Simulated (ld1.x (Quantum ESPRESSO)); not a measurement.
Which change was made? (Cs, PAW)

caesium (Cs), PAW, made with ld1.x (Quantum ESPRESSO) 7.5 (PBEsol, scalar-relativistic). Core [Kr] 4d10, reference 5s2 5p6 5d0 6s0 6p0 (charge +1). Waves: 5s (bound): rcut 2.20, rcutus 2.70 bohr; 6s (bound, empty): rcut 2.20, rcutus 2.70 bohr; 5p (bound): rcut 2.70, rcutus 3.25 bohr; 6p (bound, empty): rcut 2.70, rcutus 3.25 bohr; 5d (bound, empty): rcut 2.00, rcutus 2.70 bohr; 5d channel at 1 Ry: rcut 2.00, rcutus 2.70 bohr. Local part: all-electron potential smoothed inside 2.20 bohr (lloc = -2). Core correction: Bessel-smoothed model core inside 2.60 bohr. Augmentation charge: BESSEL, radius 2.15 bohr.

Cutoffs, loose and tight: the cutoffs (Ry, on a coarse ladder) from which the occupation-weighted sum of valence levels, in a spherical-Bessel basis at the reference potential, stays within 10 and 1 mRy of its value at 400 Ry. They do not see the model core or the augmentation charge, which bear on the density cutoff. Test errors are all-electron minus pseudo excitation energies from the reference, over the configurations 5s2 5p6 5d0 6s1 6p0; 5s2 5p6 5d0 6s0.5 6p0; 5s2 5p6 5d0 6s0 6p1; 5s1 5p6 5d0 6s1 6p0; 5s2 5p6 5d1 6s0 6p0; 5s2 5p6 5d0.5 6s0.5 6p0; 5s2 5p5 5d0 6s1 6p0; variants that change the core or the reference have their own tests. The largest error is taken over the tests solved by every variant that gives reliable tests at all, those not shown here included: 5s2 5p6 5d0 6s0 6p1; 5s2 5p6 5d0 6s0.5 6p0; 5s2 5p6 5d0 6s1 6p0.

The base gives: outcome: generated, overlap not positive; bound ghosts: not determined (overlap not positive); largest test error (meV): -0.6.

(1) After one change the result is: outcome: generated; cutoff, loose: 8 Ry; cutoff, tight: 12 Ry; bound ghosts: none; largest test error (meV): +0.2. Which change was it?
A. local potential all-electron potential smoothed inside 3.06 bohr (lloc = -2)
B. functional PBE
C. waves 5s (bound): rcut 2.10, rcutus 2.22 bohr; 6s (bound): rcut 2.10, rcutus 2.22 bohr

## Answers

(1) C. The others give: local potential all-electron potential smoothed inside 3.06 bohr (lloc = -2) → outcome: generated, overlap not positive; bound ghosts: not determined (overlap not positive); largest test error (meV): +0.3 | functional PBE → outcome: generated, overlap not positive; bound ghosts: not determined (overlap not positive); largest test error (meV): -0.6. A file whose overlap is not positive is unfit for use, and its test errors describe a broken file.
